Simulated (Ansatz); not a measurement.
Mulliken charges of CH2BrCl, SMILES `ClCBr` from PBE/def2-TZVPP in Ansatz (PBE0-D4/def2-TZVP geometry).

```csv
atom,x (Å),y (Å),z (Å),charge (e)
Cl1,-1.605,0.144,0.510,-0.088
C2,0.010,0.034,-0.167,-0.168
Br3,1.322,-0.616,1.090,-0.079
H4,0.328,1.025,-0.475,0.168
H5,-0.006,-0.660,-1.000,0.168
```

Problem. By hand: the dipole of these point charges (1 e Å = 4.8032 D).

Solution. Σ q r = (0.089, 0.092, -0.351) e Å, of length 0.374 e Å = 1.80 D.

Problem. How does the dipole of the full density compare? (Estimate.)

Solution. Computed: (0.050, 0.083, -0.299) e Å, 1.51 D; the point charges give 1.19 times that, at 5° from its direction.

Point charges leave out the atoms' own dipoles, such as those of lone pairs, and Mulliken's split depends on the basis, so the two needn't agree.
